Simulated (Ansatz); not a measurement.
Basis-set series for C4H5F3O, SMILES `F[C@@H]1C[C@H](F)O[C@H]1F`. Charge 0, multiplicity 1. All single points use the PBE0-D4/def2-TZVP geometry.

| functional | basis | functions | energy (Eh) | HOMO (eV) | LUMO (eV) |
| --- | --- | --- | --- | --- | --- |
| PBE0-D4 | def2-SVP | 137 | -529.25029 | -9.28 | 1.58 |
| PBE0-D4 | def2-TZVPP | 318 | -529.87563 | -9.39 | 1.13 |
| ωB97M-V | def2-SVP | 137 | -529.61853 | -11.66 | 3.32 |
| ωB97M-V | def2-TZVPP | 318 | -530.26055 | -11.80 | 2.60 |

(1) Give the rows for def2-QZVPP. (Estimate.)

Answers

(1) Computed: 
```
functional       basis  functions  energy (Eh)  HOMO (eV)  LUMO (eV)
   PBE0-D4  def2-QZVPP        606   -529.90286      -9.44       0.66
   ωB97M-V  def2-QZVPP        606   -530.28640     -11.84       1.81
```

Positive LUMOs are unbound and depend on the basis.
